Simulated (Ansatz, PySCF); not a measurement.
Pulling on the Se1–H2 bond in hydrogen selenide (SMILES [SeH2]) (multiplicity 1 held, fragments rigid). Energies count from the point at 1.470 Å.
Geometry at that point (charge 0, multiplicity 1):
```xyz
3

Se     0.0001     0.0571     0.0025
H     -1.0525    -0.9689    -0.0382
H      1.0502    -0.9711    -0.0464
```

Restricted levels (R-, RO-) in cc, def2 and unpolarised 6-31G sets keep to the state of the molecule at rest. Active spaces are followed from a long bond inwards. Left out are points that failed, MP2 points that dive below the minimum, coupled-cluster points behind a jump of the amplitudes or a sharp parting from full CI or MRCI, small-basis points behind a change of solution, and semi-empirical points at long bonds. Levels need not reach the same state.

Frozen-core correlation. Filled d and f shells under p-block atoms count as core. Rows in 3-21G, LANL2DZ carry no dispersion term and start afresh at each structure; the Pople sets are all-electron and without relativity. LANL2DZ brings its own core potentials from Na on.

The values were computed with Ansatz (a quantum-chemistry and plane-wave program) with Gaussian orbitals; PySCF for 3-21G rows, LANL2DZ rows. Each number belongs to the level named beside it.

Energies in kcal/mol.

| R (Å) | R-HF/3-21G | R-r2SCAN/cc-pVTZ | R-B3LYP/LANL2DZ | R-wB97X-V/cc-pVTZ | FIC-MRCISD+Q on CASSCF(4,3)/cc-pVTZ |
|---|---|---|---|---|---|
| 1.176 | 34.6 | 35.2 | 40.0 | 35.3 | 36.1 |
| 1.323 | 6.6 | 6.5 | 8.9 | 6.4 | 6.8 |
| 1.470 | 0.0 | 0.0 | 0.0 | 0.0 | 0.0 |
| 1.617 | 3.9 | 4.6 | 2.5 | 5.0 | 4.4 |
| 1.765 | 13.2 | 14.3 | 10.4 | 15.5 | 13.9 |
| 1.985 | 31.5 | 32.4 | 26.4 | 35.1 | 31.1 |
| 2.206 | 51.7 | 50.4 | 43.2 | 55.0 | 47.1 |
| 2.573 | 83.6 | 75.9 | 68.3 | 84.4 | 66.3 |
| 2.941 | 110.6 | 94.5 | 87.6 | 107.7 | 76.3 |
| 3.382 | 135.6 | 109.1 | 103.6 | 128.3 | 81.0 |
| 3.970 | 158.4 | 119.9 | left out | 146.8 | 82.6 |
| 4.705 | 180.5 | 125.8 | left out | 160.8 | 82.9 |

Doubts at one or more of the structures used: a restricted determinant that unrestricted orbitals would lower (R-HF/3-21G, R-r2SCAN/cc-pVTZ, R-wB97X-V/cc-pVTZ); active orbitals that take no part (FIC-MRCISD+Q on CASSCF(4,3)/cc-pVTZ).
